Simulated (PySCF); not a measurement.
Compound: NbS(SMe)3, C₃H₉NbS₄ (singlet state).
Geometry (PBE0-D3(BJ)/def2-SVP, Å), atoms numbered from 1 in this order:
```
atom  x, y, z in Å
Nb1    0.0796   -0.0340   -0.3902
S2     0.1169   -0.0548    1.7505
S3     2.1824   -0.5847   -1.2618
C4     2.9568   -1.7429   -0.0822
H5     3.0670   -1.2647    0.8993
H6     3.9444   -2.0030   -0.4863
H7     2.3518   -2.6534    0.0128
S8    -0.6150    2.0733   -1.1288
C9    -0.1347    3.3162    0.1167
H10   -0.6188    3.0921    1.0757
H11   -0.4722    4.2931   -0.2553
H12    0.9547    3.3316    0.2444
S13   -1.4754   -1.6048   -1.1540
C14   -2.8776   -1.5437    0.0131
H15   -2.5424   -1.8153    1.0225
H16   -3.6252   -2.2660   -0.3420
H17   -3.3209   -0.5396    0.0259
```

Computed, not measured: TDDFT wB97X-D/def2-SVPD, vertical, gas phase, core orbitals frozen in the response, def2 core potentials past Kr (PySCF). Spin–orbit coupling is left out.

Ground-to-excited transition dipoles (e·a0, same axes as the geometry; the sign carries no meaning), for the states with f of 0.002 or more among the lowest 7:

```json
{"state": "S1", "E (eV)": "3.436", "μx": "0.369", "μy": "0.112", "μz": "-0.022"}
{"state": "S2", "E (eV)": "3.556", "μx": "-0.010", "μy": "-0.402", "μz": "-0.035"}
{"state": "S3", "E (eV)": "3.586", "μx": "0.180", "μy": "-0.079", "μz": "-0.077"}
{"state": "S4", "E (eV)": "3.793", "μx": "-0.370", "μy": "-0.352", "μz": "0.015"}
{"state": "S5", "E (eV)": "3.858", "μx": "0.358", "μy": "-0.437", "μz": "0.013"}
{"state": "S6", "E (eV)": "3.916", "μx": "0.015", "μy": "-0.021", "μz": "-0.381"}
{"state": "S7", "E (eV)": "4.096", "μx": "-0.114", "μy": "0.061", "μz": "0.169"}
```

**Question.** What oscillator strength does each state have?

**Answer.** f = (2/3) ΔE |μ|² with ΔE in hartree (27.2114 eV).

| state | \|μ\|² (au) | \|μ\| (D) | f |
| --- | --- | --- | --- |
| S1 | 0.149 | 0.98 | 0.013 |
| S2 | 0.163 | 1.03 | 0.014 |
| S3 | 0.045 | 0.54 | 0.004 |
| S4 | 0.261 | 1.30 | 0.024 |
| S5 | 0.319 | 1.44 | 0.030 |
| S6 | 0.146 | 0.97 | 0.014 |
| S7 | 0.045 | 0.54 | 0.005 |

**Question.** Which bond between heavy atoms lies closest to the direction of the S5 transition dipole?

**Answer.** Nb1–S8, at 27° from it; next S3–C4 at 39°.

**Question.** What angle do the transition dipoles of S4 and S6 make?

**Answer.** |cos θ| = |μa·μb| / (|μa| |μb|) = 0.02, so θ ≈ 89° (taken between 0 and 90°, since the signs are arbitrary).

**Question.** How is the summed strength of these states shared among x, y and z?

**Answer.** (2/3) Σ ΔE μα² gives 0.040 for x, 0.046 for y and 0.018 for z, 0.104 in all.

**Question.** What peak molar absorption coefficient would the strongest computed level give as a lone Gaussian band 0.4 eV wide at half height?

**Answer.** ε(max) = 2.175×10⁸ f / FWHM, with the width in cm⁻¹. S5: 2.175×10⁸ × 0.0301 / 3226 ≈ 2000 L mol⁻¹ cm⁻¹.
